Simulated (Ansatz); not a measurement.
`C=NC(=O)OBCl` and `C=NC=O` differ in one atom or group.

Ansatz, PBE0-D4/def2-TZVP geometries, multiplicity 1. Each molecule was computed in one conformer, which needn't be the lowest.

```tsv
property	`C=NC(=O)OBCl`
HOMO–LUMO gap (PBE/def2-TZVPP) / eV	3.95
HOMO–LUMO gap (PBE0/def2-TZVPP) / eV	6.61
LUMO energy (PBE/def2-TZVPP) / eV	-2.82
zero-point energy (PBE0-D4/def2-TZVP) / kJ/mol	157.6
HOMO energy (ωB97M-V/def2-TZVPP) / eV	-10.65
LUMO energy (PBE0/def2-TZVPP) / eV	-1.69
```

Problem. What does the change do to each property? (Estimate.)

Solution. The calculation gave: 
```
                                      property  `C=NC=O`  shift
           HOMO–LUMO gap (PBE/def2-TZVPP) / eV      3.48  -0.47
          HOMO–LUMO gap (PBE0/def2-TZVPP) / eV      6.18  -0.43
             LUMO energy (PBE/def2-TZVPP) / eV     -2.69   0.13
zero-point energy (PBE0-D4/def2-TZVP) / kJ/mol     131.0  -26.6
         HOMO energy (ωB97M-V/def2-TZVPP) / eV    -10.12   0.53
            LUMO energy (PBE0/def2-TZVPP) / eV     -1.56   0.13
```

With PBE0 the HOMO rises by 0.56 eV and the LUMO rises by 0.13 eV, so the gap narrows by about 0.43 eV. PBE moves the HOMO by 0.59 eV and ωB97M-V by 0.53 eV. The zero-point energy changes by -26.6 kJ/mol with -9 modes.
